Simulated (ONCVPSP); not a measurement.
sulfur (S), ONCV: configuration errors across variants

sulfur, optimised norm-conserving Vanderbilt (ONCV), made with ONCVPSP 4.0.1 (PBE, non-relativistic). Core [Ne], reference 3s2 3p4. Waves: 3s: rc 1.25 bohr, ncon 5, nbas 9, qcut 5.8 1/bohr, local; 3p: rc 1.45 bohr, ncon 4, nbas 8, qcut 6.7 1/bohr, 2 projectors, debl 3.8 Ha; d scattering state at 0.45 Ha: rc 1.55 bohr, ncon 4, nbas 7, qcut 5.3 1/bohr, 2 projectors, debl 1.1 Ha. Local part: the s channel. Core correction: polynomial model core, fcfact 0.5.

All-electron excitation energies from the reference (eV): (1) 3s2 3p3 11.782; (2) 3s2 3p2 34.078; (3) 3s2 3p1 68.128; (4) 3s2 3p3.5 4.667.

Errors AE − PS in meV (a dash: test not solved or not reliable):

```csv
change,(1),(2),(3),(4),bound ghosts,GHOST(+) flags above zero
base,+2.5,+19,+74,+0.4,none,none
s: qcut 4.1; p: qcut 4.8; d: qcut 3.8,+2.4,+19,+71,+0.4,none,d
s: nbas 8,+2.6,+20,+77,+0.4,none,none
d: qcut 4.2,+2.5,+19,+74,+0.4,none,none
"core correction Teter function, fcfact 3.25, rcfact 1.5",+2.5,+17,+56,+0.5,none,none
d: qcut 4.6,+2.5,+19,+74,+0.4,none,none
"all radii but the core radius scaled by about 1.06 (s 1.32, p 1.54, d 1.64 bohr)",+2.4,+19,+72,+0.4,none,none
```

**Question.** Give the same row for: core correction polynomial model core, fcfact 0.62.

**Answer.** +2.4, +19, +73, +0.4; bound ghosts: none; GHOST(+) flags above zero: none.
